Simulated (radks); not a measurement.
Problem. All-electron atom: In I in [Kr] 4d10 5s2 5p1 (the NIST ground configuration). Method: scalar-relativistic Kohn-Sham, PBE, spin-unpolarised, spherical densities, finite nucleus; Fermi nuclear charge, rms radius 4.6156 fm; computed with a radial shooting solver on a logarithmic mesh with Libxc functionals. Some entries of the table are withheld. Estimate them.

orbital  occ.  eigenvalue (eV)  r(max) (bohr)  <r> (bohr)
1s          2        -27752.76        0.01922     0.02971
2s          2        -4155.451         0.1086      0.1285
2p          6        -3729.840        0.08692         (1)
3s          2        -788.5329            (2)      0.3486
3p          6        -649.1376         0.3088      0.3471
3d         10        -432.7139         0.2582      0.3243
4s          2        -119.6530            (3)         (4)
4p          6         -78.1309            (5)         (6)
4d         10         -18.6237         0.9312       1.183
5s          2          -8.2110          2.155       2.610
5p          1          -2.5188          2.859       3.744

Solution. 
(1) 2p <r> (bohr): 0.1122
(2) 3s r(max) (bohr): 0.3155
(3) 4s r(max) (bohr): 0.7698
(4) 4s <r> (bohr): 0.8480
(5) 4p r(max) (bohr): 0.8160
(6) 4p <r> (bohr): 0.9218
